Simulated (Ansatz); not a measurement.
Abridged output of a molecular run in Ansatz:

```
Functional definition: HF
1460 factors; integrals over basis functions are off by at most 1.4e-3 eV
mean field evaluation 1: about -85568.8197 eV, gradient 2.9e1 eV
mean field evaluation 2: about -85569.0353 eV, gradient 2.9e1 eV
mean field evaluation 4: about -85571.6178 eV, gradient 2.8e0 eV
mean field evaluation 8: about -85571.6628 eV, gradient 1.3e-1 eV
mean field -85571.66284697 eV, -3144.7006070697 hartree, gradient 4.2e-6 eV, S^2 0.000000; 0 other end points of the search recorded, 0 dependent functions left out
20 core orbitals not correlated: weight in the atoms' cores, before any rotation towards them, 0.999 or more for the frozen orbitals, at most 0.001 for the correlated occupied ones
reference -85571.66284697 eV, -3144.7006070697 hartree; 17, 17 occupied and 210, 210 virtual orbitals, 1460 factors
second order -18.03259491 eV of doubles, -0.00000000 eV of singles
cycle   1  -18.79252875 eV  change   -7.6e-1 eV  update   9.2e-2
cycle   2  -19.31489821 eV  change   -5.2e-1 eV  update   2.8e-2
cycle   3  -19.37026004 eV  change   -5.5e-2 eV  update   1.2e-2
cycle   4  -19.35979028 eV  change    1.0e-2 eV  update   3.2e-3
cycle   5  -19.36016310 eV  change   -3.7e-4 eV  update   1.3e-3
cycle   6  -19.36000912 eV  change    1.5e-4 eV  update   3.9e-4
cycle   7  -19.35987040 eV  change    1.4e-4 eV  update   1.5e-4
cycle   8  -19.35994308 eV  change   -7.3e-5 eV  update   6.2e-5
cycle   9  -19.35996280 eV  change   -2.0e-5 eV  update   2.4e-5
perturbative correction -0.71595267 eV, -0.0263107752 hartree
Total energy: -85591.73876244 eV, -3145.4383833552 hartree
```

Its atoms:

Z-matrix (Å, degrees):
```
C
Al 1 1.950
H 1 1.092 2 112.1
H 1 1.095 2 110.4 3 -120.0
H 1 1.094 2 111.1 3 121.1
Si 2 2.415 1 118.7 3 18.4
Br 2 2.665 1 108.2 3 -41.3
H 2 1.584 1 125.8 3 -166.8
H 6 1.488 2 126.7 1 176.6
H 6 1.488 2 126.1 1 -2.8
```

Problem. Which basis set was used?
A. def2-TZVPP
B. def2-SVPD
C. cc-pV(D+d)Z
D. def2-QZVPP

Solution. A. It gives 247 functions.

Problem. Write the keys of the input that set method, charge and spin (a neutral closed shell needs none for the last two).

Solution. 
```yaml
correlation: {method: ccsd_t}
```
